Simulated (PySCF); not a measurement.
## How methods differ on the ionisation energy of Mg⁺

Mg⁺ [Ne] 3s1 (2S) → Mg²⁺ [Ne] (1S), as a difference of total energies. Calculation: PySCF 2.14, in ANO-RCC-VTZP (5s4p2d1f, 34 functions); scalar relativity by spin-free X2C-1e. Correlated levels: valence and next inner shell: 1s2 frozen. The calculations carry no spin-orbit coupling.

```csv
method,ionisation energy (eV)
UHF,14.736
MP2 (valence and next inner shell),14.892
SCS-MP2 (valence and next inner shell),14.856
CCSD (valence and next inner shell),14.889
CCSD(T) (valence and next inner shell),14.893
CCSDT (valence and next inner shell),14.893
```

**Question.** How much does correlation contribute at CCSD(T) (valence and next inner shell)?

**Answer.** 14.893 − (14.736) = 0.157 eV, measured against UHF.

Errors of the correlated levels include the incompleteness of this basis and the frozen core.

For comparison: 15.035 eV (measured; NIST Atomic Spectra Database, ionization energies).
